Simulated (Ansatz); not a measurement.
Stretching the O3–H4 bond in FGeHO (SMILES [OH][Ge][F]) (multiplicity 1 held, fragments rigid). Energies count from the point at 0.965 Å.
Geometry at that point (charge 0, multiplicity 1):
```json
[
 {"atom": "Ge", "x (Å)": "0.1077", "y (Å)": "-0.0493", "z (Å)": "0.4077"},
 {"atom": "F", "x (Å)": "0.2474", "y (Å)": "1.3715", "z (Å)": "-0.6247"},
 {"atom": "O", "x (Å)": "-0.6085", "y (Å)": "-1.0965", "z (Å)": "-0.8575"},
 {"atom": "H", "x (Å)": "-0.8059", "y (Å)": "-1.9945", "z (Å)": "-0.5656"}
]
```

R- and RO- levels are restricted; in cc, def2 and unpolarised 6-31G sets they are followed outwards from rest. Active spaces are followed from a long bond inwards. Curves can end on different states.

Correlated levels freeze the cores. Filled d and f shells under p-block atoms count as core.

Run with Ansatz (a first-principles code) with Gaussian orbitals. Values without a source in brackets are computed.

Energies in eV.

```tsv
R (Å)	R-HF/cc-pVDZ	R-CCSDT/cc-pVDZ	FIC-MRCISD on CASSCF(4,3)/cc-pVDZ	FIC-MRCISD+Q on CASSCF(4,3)/cc-pVDZ
0.772	1.42	1.65	1.61	1.63
0.868	0.22	0.33	0.32	0.33
0.965	0.00	0.00	0.00	0.00
1.061	0.29	0.18	0.19	0.18
1.158	0.84	0.61	0.63	0.62
1.302	1.85	1.43	1.46	1.45
1.447	2.89	2.26	2.30	2.29
1.688	4.49	3.43	3.43	3.45
1.929	5.83	4.21	4.17	4.20
2.219	7.12	4.70	4.60	4.65
2.605	8.39	4.91	4.79	4.85
3.087	9.43	4.95	4.85	4.91
```

Doubts at one or more of the structures used: a restricted determinant that unrestricted orbitals would lower (R-HF/cc-pVDZ, R-CCSDT/cc-pVDZ); other coupled-cluster roots lie near (R-CCSDT/cc-pVDZ); T1 above 0.05 (R-CCSDT/cc-pVDZ); active orbitals that take no part (FIC-MRCISD on CASSCF(4,3)/cc-pVDZ, FIC-MRCISD+Q on CASSCF(4,3)/cc-pVDZ).
